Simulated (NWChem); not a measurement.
**Dipole moment of silicon monosulfide (SSi)**

```xyz
2

Si     0.0000     0.0000     1.0345
S      0.0000     0.0000    -0.9052
```
Charge 0, spin multiplicity 1.

All runs are NWChem calculations. The geometry was optimised at PBE0/def2-SVP, a minimum by its harmonic frequencies.

Basis set: Sadlej pVTZ. The CCSD dipole comes from the Λ equations, without orbital relaxation.

The correlated methods keep 10 core orbitals frozen. B3LYP has NWChem's definition, with VWN1-RPA local correlation. Coupled-cluster values serve here as a point of comparison, not as the truth.

```tsv
method	dipole moment (D)
LDA (SVWN5)	?
B3LYP	?
CCSD	1.63
PBE	?
HF	?
```

**Question.** What belongs in the gaps?

**Answer.** 
- LDA (SVWN5), dipole moment (D): 1.54
- B3LYP, dipole moment (D): 1.77
- PBE, dipole moment (D): 1.52
- HF, dipole moment (D): 2.30
